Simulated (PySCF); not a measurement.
Two-component Hartree-Fock for Bi(60+) (bismuth, charge +60)

Start: [Ar] 3d5; 3d3/2 filled at m_j = -3/2, -1/2, +1/2, +3/2; 3d5/2 filled at m_j = +5/2. Calculated with PySCF 2.14 in an uncontracted even-tempered set (15 s from 19 bohr⁻², ratio 2.8; 13 p from 24 bohr⁻², ratio 2.8; 8 d from 24 bohr⁻², ratio 2.8; 3 f from 81 bohr⁻², ratio 3): generalised Hartree-Fock with the X2C-1e Hamiltonian and a Gaussian nucleus; one run each with spin-orbit coupling (SO) switched off, then screened by Boettger's factors.

| spinor shell | electrons | ε, spin-free (eV) | ε, screened SO (eV) | weight of nominal j (screened SO) | rms radius, screened SO (bohr) |
| --- | --- | --- | --- | --- | --- |
| 1s1/2 | 2 | -95243.1 | -95194.4 | 1.000 | 0.0178 |
| 2s1/2 | 2 | -20596.1 | -20577.3 | 1.000 | 0.0714 |
| 2p1/2 | 2 | -18241.5 | -19947.2 | 1.000 | 0.0603 |
| 2p3/2 | 4 | -18241.5 | -17578.0 | 1.000 | 0.0684 |
| 3s1/2 | 2 | -7719.1 | -7713.1 | 1.000 | 0.177 |
| 3p1/2 | 2 | -7021.9 | -7463.7 | 1.000 | 0.168 |
| 3d3/2 | 4 | -6442.7 | -6496.1 | 0.998 | 0.157 |
| 3d5/2 | 1 | -6442.7 | -6365.0 | 1.000 | 0.160 |

Question: Where does 3p3/2 lie, and what is the 3p spin-orbit splitting (screened SO)?

Answer: At -6845.5 eV, 618.24 eV above 3p1/2.

| quantity | spin-free | screened SO |
| --- | --- | --- |
| E (hartree) | -18004.31130 | -18051.33456 |
| M_J | 5/2 | 5/2 |
| ⟨J²⟩ | 8.750 | 8.753 |
| ⟨L²⟩ | 0.000 | 6.896 |
| ⟨S²⟩ | 8.750 | 2.674 |

Each row is a mean over spinors that exchange with the open shell spreads, by up to 33.938 eV (3p3/2).

Breit and QED terms are absent; they matter most for the inner s and p1/2 levels.

Densities and radii are taken from the X2C orbitals without a picture-change correction, which distorts them close to the nucleus.

Without spin-orbit coupling the j labels of p, d and f shells carry no meaning; the spin-free column gives the mean over the occupied spinors of each nl shell.
